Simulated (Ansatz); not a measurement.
Geometry optimisation, Ansatz 0.2.0, DFT PBE-D3(BJ), scalar-relativistic, plane waves, PAW.

Input file:

```yaml
crystal:
  lattice:
    - [8.025957, 0.0, 0.0]
    - [0.0, 8.025957, 0.0]
    - [0.0, 0.0, 8.025957]
  atoms:
    - { symbol: O, position: [0.5505414, 0.7082893, 0.9054686], spin: 1.0 }
    - { symbol: O, position: [0.6333883, 0.7205161, 0.7747529], spin: 1.0 }
    - { symbol: O, position: [0.9605866, 0.2736425, 0.465079], spin: 1.0 }
    - { symbol: O, position: [0.8739854, 0.2986678, 0.338692], spin: 1.0 }
    - { symbol: O, position: [0.0449776, 0.7846365, 0.8200733], spin: 1.0 }
    - { symbol: O, position: [0.1529378, 0.8651245, 0.8973131], spin: 1.0 }
    - { symbol: O, position: [0.5612113, 0.3528954, -0.0151357], spin: 1.0 }
    - { symbol: O, position: [0.5984431, 0.4380954, 0.1091803], spin: 1.0 }
    - { symbol: O, position: [0.2896166, 0.6111355, 0.261779], spin: 1.0 }
    - { symbol: O, position: [0.4329904, 0.6331734, 0.3170781], spin: 1.0 }
    - { symbol: O, position: [0.0895491, 0.1769756, 1.0240302], spin: 1.0 }
    - { symbol: O, position: [0.0751311, 0.1652291, 0.8699074], spin: 1.0 }
    - { symbol: O, position: [0.4152844, 0.0830366, 0.988076], spin: 1.0 }
    - { symbol: O, position: [0.4029045, 0.1054836, 0.8349663], spin: 1.0 }
    - { symbol: O, position: [0.8504174, 0.6487948, 0.2665098], spin: 1.0 }
    - { symbol: O, position: [0.8463763, 0.6414625, 0.1114949], spin: 1.0 }
    - { symbol: O, position: [0.6500179, 0.8968369, 0.3683823], spin: 1.0 }
    - { symbol: O, position: [0.7696538, 0.9719079, 0.3039518], spin: 1.0 }
    - { symbol: O, position: [0.2937607, 0.9252703, 0.5440664], spin: 1.0 }
    - { symbol: O, position: [0.3208965, 1.0462529, 0.4506504], spin: 1.0 }
magnetization:
  spin_polarized: true
basis:
  ecutwfc: 420.0
kpoints:
  mp_grid: { grid: [1, 1, 1] }
hamiltonian:
  xc: pbe
  dispersion: d3bj
scf:
  occupations: { method: fermi_dirac, width: 0.02 }
  lower_state_search: "off"
relax:
  f_tol: 0.3
  max_steps: 15
  adjacent_minimum: "off"
```

Launched with:

```bash
$ ansatz run input.yaml --threads 1 --pin off --max-ram 3072MiB --backend cpu --events-out ev --progress --plain --runs-dir out
```

Task: Where does it end, and by what steps?

Result: It converged. The threshold is loose, so the end isn't yet a minimum. The force dipped under the threshold on the way, but the program's further checks kept it going. Limits of this set-up: coarse k mesh. After 10 steps the energy has fallen by 1.123 eV; O6 moved furthest, 1.02 Å.

| step | energy less start (eV) | largest force component (eV/Å) | accepted |
| --- | --- | --- | --- |
| 0 | 0.0000 | 1.856 | yes |
| 1 | -0.6212 | 1.775 | yes |
| 2 | -0.8413 | 1.146 | yes |
| 3 | -0.9604 | 0.494 | yes |
| 4 | -1.0177 | 0.683 | yes |
| 5 | -1.0449 | 0.793 | yes |
| 6 | -1.0622 | 0.907 | yes |
| 7 | -1.1145 | 0.125 | yes |
| 8 | -1.1145 | 0.124 | yes |
| 9 | -1.0446 | 1.579 | no |
| 10 | -1.1234 | 0.265 | yes |

```xyz
20
Lattice="8.0260 0.0000 0.0000 0.0000 8.0260 0.0000 0.0000 0.0000 8.0260" Properties=species:S:1:pos:R:3
O 4.634 5.669 6.795
O 4.922 5.565 5.614
O 7.877 2.719 4.455
O 6.971 2.578 3.648
O 0.070 5.991 6.041
O 1.149 6.122 6.599
O 5.377 2.785 -0.088
O 5.019 3.106 1.031
O 2.457 4.616 2.053
O 3.154 4.714 3.048
O 0.324 1.791 8.553
O 0.209 1.446 7.387
O 3.207 0.325 7.955
O 3.360 0.566 6.770
O 7.511 5.468 2.383
O 7.446 5.227 1.187
O 5.209 7.656 2.993
O 5.752 8.072 1.985
O 1.865 7.796 3.707
O 2.242 8.862 3.251
```

Run time: 56 s on 1 thread of Arm Neoverse V2, on a shared host, peak memory 0.57 GiB.
